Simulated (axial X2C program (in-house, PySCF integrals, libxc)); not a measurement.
# Curves of YbCN⁺ from open-shell CI on f12 s1 d(πδ)1

Calculated with an in-house all-electron X2C program for linear molecules (integrals from PySCF): two-component X2C with atomic mean-field Coulomb and Gaunt terms, basis Yb dyall-v3z, C dyall-v3z, N dyall-v3z (cores contracted in-house). Orbitals come from Hartree–Fock averaged over the configuration Yb f12 s1 d(πδ)1; CI then distributes these electrons over the f, s, d(πδ) shells of Yb, the count in the first shell held.

Scan along the Yb–C bond with CN moving as one mass, its bond held at 1.160 Å; masses Yb 173.939 u, C 12.000 u, N 14.003 u. Energies in cm⁻¹ from the lowest point; levels are followed by energy order within each Ω. Lowest level at 2.172 Å: 97% f12 s1 d(πδ)1.

| R (Å) | (1)Ω=4 | (1)Ω=3 | (1)Ω=2 | (1)Ω=5 | (1)Ω=1 | (1)Ω=0 | (2)Ω=0 | (2)Ω=1 | (2)Ω=5 |
| --- | --- | --- | --- | --- | --- | --- | --- | --- | --- |
| 2.020 | 2154 | 2128 | 2479 | 2575 | 3058 | 3676 | 3860 | 4470 | 4645 |
| 2.096 | 558 | 563 | 922 | 991 | 1496 | 2088 | 2307 | 2891 | 3100 |
| 2.172 | 0 | 29 | 393 | 445 | 960 | 1531 | 1778 | 2343 | 2593 |
| 2.259 | 324 | 372 | 739 | 784 | 1298 | 1846 | 2123 | 2668 | 2972 |
| 2.346 | 1404 | 1466 | 1833 | 1882 | 2382 | 2902 | 3220 | 3740 | 4103 |
| 2.444 | 3257 | 3328 | 3691 | 3759 | 4225 | 4707 | 5087 | 5570 | 6004 |
| 2.563 | 6096 | 6169 | 6522 | 6636 | 7031 | 7454 | 7943 | 8365 | 8887 |

Fit the curves (1)Ω=4, (1)Ω=3, (1)Ω=2, (1)Ω=5, (1)Ω=1, (1)Ω=0, (2)Ω=0, (2)Ω=1, (2)Ω=5 near their minima.

From the open-shell CI curves, Te from the lowest:

```
 level  Te (cm⁻¹)  Re (Å)  ωe (cm⁻¹)
(1)Ω=4          0   2.184      441.6
(1)Ω=3         32   2.182      441.4
(1)Ω=2        396   2.182      441.0
(1)Ω=5        447   2.183      442.9
(1)Ω=1        962   2.183      440.2
(1)Ω=0       1531   2.185      438.5
(2)Ω=0       1781   2.182      441.0
(2)Ω=1       2344   2.184      439.8
(2)Ω=5       2600   2.179      444.7
```

Without dynamic correlation distances can be off by several hundredths of an Å (long for ionic bonds, short for multiple bonds) and the wavenumbers are rough.

The 9 lowest curves are shown; the next is (2)Ω=4, from 2638 cm⁻¹.

There is no dynamic correlation: spin–orbit spacings and, for f shells, spacings inside one term are the most reliable numbers, splittings between terms come out too wide, and energies between configurations are not reliable, so the lowest level need not be the ground state of the molecule. With the count in the first shell held, other counts are excluded: this configuration can lie several eV above the ground configuration of the molecule. At most 4 roots were kept for each Ω > 0 (twice that for Ω = 0) within 2.2 eV of the lowest, so higher up levels can be missing between those listed; levels with Ω > 0 are doubly degenerate and listed once, Ω = 0 levels singly. The molecule was held linear; bending was not examined.
